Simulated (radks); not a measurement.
Valence configurations of the krypton ion Kr+ (all share [Ar]). Method: Dirac Kohn-Sham, PBEsol, spin-unpolarised, spherical densities, finite nucleus; open shells fill j = l - 1/2 first; Fermi nuclear charge, rms radius 4.1884 fm; computed with a radial shooting solver on a logarithmic mesh with Libxc functionals. Energies are relative to 3d10 4s2 4p5; eigenvalues in eV.

| valence | E (eV) | e(3d3/2) | e(3d5/2) | e(4p1/2) | e(4p3/2) | e(4s1/2) |
|---|---|---|---|---|---|---|
| 3d10 4s2 4p5 | 0.000 | -93.971 | -92.667 | -20.004 | -19.282 | -33.935 |
| 3d10 4s1.5 4p5.5 | 7.348 | -94.769 | -93.465 | -20.347 | -19.615 | -34.352 |
| 3d10 4s1 4p6 | 14.737 | -95.555 | -94.250 | -20.683 | -19.942 | -34.760 |
| 3d9.5 4s2 4p5.5 | 38.148 | -100.76 | -99.428 | -20.971 | -20.199 | -35.311 |
| 3d9 4s2 4p6 | 79.249 | -107.67 | -106.30 | -21.932 | -21.110 | -36.668 |

NIST lists [Ar] 3d10 4s2 4p5 as the ground configuration; this level of theory agrees among the configurations tried. The energies are those of spherical spin-averaged densities, not of single terms.
